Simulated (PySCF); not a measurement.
C₂H₁₂OSi₃, SMILES CCO[SiH2][SiH2][SiH3].

Coordinates come from a r2SCAN-D4/def2-SVP optimisation. The structure was generated by enumeration, and PubChem lists no compound with its InChIKey, so it may never have been made. One conformer was computed; it need not be the lowest.

Two levels are set side by side: TDA-PBE/def2-SVPD (PySCF) and TDA-B3LYP/def2-SVPD (PySCF). Vertical, same geometry. The lowest singlet is HOMO→LUMO 95 % with PBE and HOMO→LUMO 92 % with the other functional; states are paired by order. Differences are taken from unrounded values.

```tsv
quantity	TDA-B3LYP
lowest singlet excitation (eV)	5.82
lowest triplet excitation (TDA) (eV)	5.25
```

What does TDA-PBE give, and how far is it from TDA-B3LYP? (An estimate is asked for; the answer gives what the named calculation found.)


| quantity | TDA-PBE | TDA-PBE minus TDA-B3LYP |
|---|---|---|
| lowest singlet excitation (eV) | 5.23 | -0.59 |
| lowest triplet excitation (TDA) (eV) | 4.79 | -0.46 |

Functionals without exact exchange tend to place singlet excitations lower, as here. Differences between two approximate levels are no errors against the true value.

Rough cost on one machine, each run with all the roots and properties that it gave: TDA-B3LYP against TDA-PBE about 2 times.
